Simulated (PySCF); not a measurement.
**¹⁵N shieldings along a series**

GIAO PBE0/pcSseg-1 on GFN2-xTB geometries (PySCF, gas phase, non-relativistic):

| SMILES | IAO charge (e) of N | σ(N) (ppm) |
| --- | --- | --- |
| C=C[C@@H](C)C1CNC1 | -0.435 | 243.1 |
| C=C[C@@H](OC)[C@@H](C)CN | -0.580 | 232.5 |
| C=C[SiH2][C@@H](C)[C@@H](C)CN | -0.577 | 229.7 |
| C=C/C(C)=C(/C)CN | -0.579 | 229.3 |
| C=C[C@@H](C)[C@H](C)CN | -0.578 | 230.0 |
| C=CC[C@@H](C)[C@H](C)CN | -0.577 | 227.9 |
| C=C1[C@@H](C)[C@H](C)[C@@H]1N | -0.562 | 231.1 |
| C[C@@H]1C=CC[C@@H]1CN | -0.578 | 227.5 |
| C=C[C@@H](CF)[C@H](C)CN | -0.582 | 229.8 |
| C=C[C@@H](C)CCN | -0.578 | 228.4 |

Question: Fit σ(N) as a line in the IAO charge of N. How well does it hold?

Answer: σ = 284.3 + 94.9 x, with x in e; correlation +0.95, rms deviation 1.4 ppm, largest 3.2 ppm at `C=C[C@@H](OC)[C@@H](C)CN`. A charge says how many electrons sit at the atom, not how easily they circulate, so such a line holds only within like compounds.

Question: A further member, `C=C[C@@H](C)[C@@H](C)CCN`, has x = -0.578. What does the line predict, and what does the calculation give?

Answer: The line gives 229.4 ppm; the calculation 230.0 ppm, a difference of 0.6 ppm, within the usual scatter of the fit.
